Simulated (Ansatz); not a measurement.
`[F][SnH2][PH]S` at its PBE0-D4/def2-TZVP geometry, where that method's forces vanish. Charge 0, multiplicity 1. Sn: def2 effective core potential.

```xyz
8

F     0.6186   -0.8811    2.3606
Sn    1.1328   -0.3430    0.5826
P    -0.9684   -0.5943   -0.7505
S    -1.6239    1.4243   -0.6885
H     1.6629    1.2660    0.7716
H     2.3539   -1.4513    0.1391
H    -0.2737   -0.5298   -1.9905
H    -2.9022    1.1092   -0.4243
```

(1) What forces (eV/Å) does B3LYP-D4/def2-TZVPP give on these atoms in the Gaussian-basis code of Ansatz? (Estimate.)

Answers

(1) The calculation gave: 
```
F1  -0.094 -0.095  0.322
Sn2  0.213  0.083 -0.208
P3  -0.045 -0.304 -0.176
S4  -0.153  0.292  0.012
H5   0.034  0.064  0.018
H6   0.061 -0.046 -0.008
H7  -0.020 -0.020  0.040
H8   0.003  0.026  0.000
```

B3LYP here is the variant with VWN-RPA as its local correlation; programs differ in this.
